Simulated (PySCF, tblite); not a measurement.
Compound: C3H11B2NSi.
Numbering: `[BH2:1][SiH2:2][NH:3][BH:4][CH2:5][CH:6]=[CH2:7]` (hydrogens: H8, H9 on B1; H10, H11 on Si2; H12 on N3; H13 on B4; H14, H15 on C5; H16 on C6; H17, H18 on C7)

Jobs on this species (18 atoms, 60 electrons) with PySCF (density fitting) and tblite. Hardware of each: Arm Neoverse V1, one thread, shared host. Times come from a shared host and carry two figures at best.

Task: Rank these jobs by wall time, shortest first.
A. CAM-B3LYP/def2-SVPD; 8 singlets by full TDDFT, 3 Tamm–Dancoff triplets, polarisability, density and orbital grids written; 232 basis functions
B. GFN2-xTB; L-BFGS relaxation
C. GFN2-xTB; Hessian by finite differences
D. PBE0/pcSseg-1; shieldings, charges and field gradients; 181 basis functions

Result: C (0.64 s), B (1.9 s), D (71 s), A (2.3 min).

All jobs:

```
 level and settings                                                                                                  work  basis functions  SCF cycles  wall time
           GFN2-xTB                                                                         Hessian by finite differences                –           –     0.64 s
           GFN2-xTB                                                                                     L-BFGS relaxation                –           –      1.9 s
      PBE0/pcSseg-1                                                               shieldings, charges and field gradients              181          13       71 s
CAM-B3LYP/def2-SVPD  8 singlets by full TDDFT, 3 Tamm–Dancoff triplets, polarisability, density and orbital grids written              232          12    2.3 min
```

Task: What do all jobs in the table cost together?

Result: About 3.5 min; the longest takes about 65 % of that, and about 220 times as long as the shortest.
